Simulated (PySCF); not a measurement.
# Working out the ionisation energy of Zr⁺

Zr⁺ [Kr] 4d2 5s1 (4F) → Zr²⁺ [Kr] 4d2 (3F). Computed with PySCF 2.14 in aug-cc-pwCVDZ-PP with ECP28MDF, with scalar relativity through the core potential. Frozen: nothing. Energies in hartree (1 hartree = 27.21139 eV):

```csv
part,Zr⁺ (lower),Zr²⁺ (upper)
UHF,-46.114368,-45.663406
MP2 opposite-spin,-0.183028,-0.171735
MP2 same-spin,-0.076790,-0.061675
```

What does Hartree-Fock give?

(-45.663406) − (-46.114368) = 0.450962 hartree = 12.271 eV.

What do MP2 and SCS-MP2 (6/5 opposite-spin, 1/3 same-spin) give?

The opposite-spin parts differ by 0.307 eV and the same-spin parts by 0.411 eV. MP2: 12.271 + (0.307) + (0.411) = 12.989 eV. SCS-MP2: 12.271 + 1.2 × (0.307) + (0.411)/3 = 12.776 eV.

Reference: 13.13 eV (measured; NIST Atomic Spectra Database, ionization energies), between the lowest levels; spin-orbit coupling is absent from the calculation.

A double-zeta basis recovers only part of the correlation energy.

What remains against the reference includes basis incompleteness and correlation beyond second order.
